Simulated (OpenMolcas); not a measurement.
Co⁴⁺: effect of the basis set

```yaml
Program: OpenMolcas 26.06
Method: "MS-CASPT2, IPEA 0.25 Eh, imaginary shift 0.1 Eh (closed shells correlated: 3s 3p)"
Active_space: 5 electrons in 10 orbitals (3d 4d)
State_averaging: 2S+1 = 6 even, 1 root; 2S+1 = 4 even, 24 roots; 2S+1 = 2 even, 53 roots
Spin-orbit_coupling: RASSI with atomic mean-field integrals over the reference wave functions, term energies averaged over their components
```

A. ANO-RCC-VTZP [6s5p3d2f1g], DKH2, point nucleus; CASPT2 step about 12 core-minutes
B. ANO-R2 [7s5p4d2f1g], X2C, finite nucleus; CASPT2 step about 13 core-minutes
C. ANO-RCC-VQZP [7s6p4d3f2g1h], DKH2, point nucleus; CASPT2 step about 21 core-minutes

Energies in eV above 3d⁵ ⁶S_5/2, the measured ground level; measured values from Sugar and Corliss, J. Phys. Chem. Ref. Data 10, 1097 (1981).

```json
{"Level": "3d⁵ ⁶S_5/2", "A": "0.0000", "B": "0.0000", "C": "0.0000", "Measured": "0.0000"}
{"Level": "3d⁵ ⁴G_5/2", "A": "4.854", "B": "4.810", "C": "4.781", "Measured": ""}
{"Level": "3d⁵ ⁴G_7/2", "A": "4.863", "B": "4.818", "C": "4.789", "Measured": ""}
{"Level": "3d⁵ ⁴G_9/2", "A": "4.869", "B": "4.824", "C": "4.795", "Measured": ""}
{"Level": "3d⁵ ⁴G_11/2", "A": "4.870", "B": "4.825", "C": "4.796", "Measured": "4.6144"}
{"Level": "3d⁵ ⁴P_5/2", "A": "5.361", "B": "5.302", "C": "5.285", "Measured": "5.0528"}
{"Level": "3d⁵ ⁴P_3/2", "A": "5.376", "B": "5.316", "C": "5.299", "Measured": "5.0698"}
{"Level": "3d⁵ ⁴P_1/2", "A": "5.395", "B": "5.333", "C": "5.316", "Measured": "5.0863"}
{"Level": "3d⁵ ⁴D_7/2", "A": "5.817", "B": "5.764", "C": "5.749", "Measured": "5.5432"}
{"Level": "3d⁵ ⁴D_1/2", "A": "5.831", "B": "5.777", "C": "5.761", "Measured": "5.5678"}
{"Level": "3d⁵ ⁴D_3/2", "A": "5.851", "B": "5.794", "C": "5.778", "Measured": ""}
{"Level": "3d⁵ ⁴D_5/2", "A": "5.858", "B": "5.800", "C": "5.784", "Measured": ""}
{"Level": "3d⁵ ²I_11/2", "A": "7.114", "B": "7.046", "C": "6.990", "Measured": ""}
{"Level": "3d⁵ ²I_13/2", "A": "7.134", "B": "7.064", "C": "7.007", "Measured": ""}
{"Level": "3d⁵ ²D_5/2 [71 %]", "A": "7.518", "B": "7.430", "C": "7.401", "Measured": "7.0773"}
{"Level": "3d⁵ ²D_3/2", "A": "7.608", "B": "7.518", "C": "7.489", "Measured": "7.1692"}
{"Level": "3d⁵ ²F_7/2(1)", "A": "7.833", "B": "7.736", "C": "7.706", "Measured": "7.3715"}
{"Level": "3d⁵ ⁴F_5/2 [59 %]", "A": "7.901", "B": "7.830", "C": "7.808", "Measured": ""}
{"Level": "3d⁵ ⁴F_9/2", "A": "7.910", "B": "7.849", "C": "7.832", "Measured": "7.5420"}
{"Level": "3d⁵ ⁴F_7/2", "A": "7.923", "B": "7.859", "C": "7.841", "Measured": "7.5598"}
{"Level": "3d⁵ ⁴F_3/2", "A": "7.950", "B": "7.884", "C": "7.866", "Measured": ""}
{"Level": "3d⁵ ²H_9/2 [73 %]", "A": "8.479", "B": "8.397", "C": "8.354", "Measured": "8.0270"}
{"Level": "3d⁵ ²H_11/2", "A": "8.570", "B": "8.480", "C": "8.434", "Measured": "8.0942"}
{"Level": "3d⁵ ²G_7/2", "A": "8.640", "B": "8.555", "C": "8.522", "Measured": "8.2113"}
```

Deviations, from unrounded energies. A percentage is the sum of absolute deviations over the sum of measured energies, with the sign that they share, or ± where signs differ.

```tsv
Against measurement	Levels	A	B	C
mean absolute deviation (cm-1)	14	3000	2400	2200
other terms of the ground configuration (%)	14	+5.6	+4.5	+4.1
```

C lies closest to measurement on these levels and A furthest from it. The largest miss of C in the table is 3d⁵ ²H_11/2, by +2700 cm-1. The ranking rests on the paired levels alone, and a cruder setting can come out closer through cancelling errors.

Among A to C the level of the table that moves most is 3d⁵ ²H_11/2, by 1100 cm-1 (lowest in C, highest in A). Moves below CASPT2's spread within the term are not significant.

CASPT2 breaks the degeneracy within a term, and the mean is taken; among the terms shown or strongly mixed into the levels shown the widest spread is 640 cm-1 (3d⁵ ²I, A). Some levels mix across a computed gap that differs much from the measured one, so their mixing is not that of the real levels. Active for correlation alone: 4d; no level in the range computed is led by a configuration that fills it, so any true level of that kind is missing. Computed and measured levels are paired by configuration, term and J; levels that our copy of the source lacks, or whose pairing is in doubt (as where it misses far off the trend of its configuration), stay unpaired and out of the deviations. Levels of configurations outside the active space are missing. The table leaves out levels that lie high or whose names do not pair safely across all columns.

A share in square brackets marks a mixed level and gives the weight of the term that names it, the lowest over the columns. A number in round brackets counts repeated terms of one configuration in the order of the reference energies.
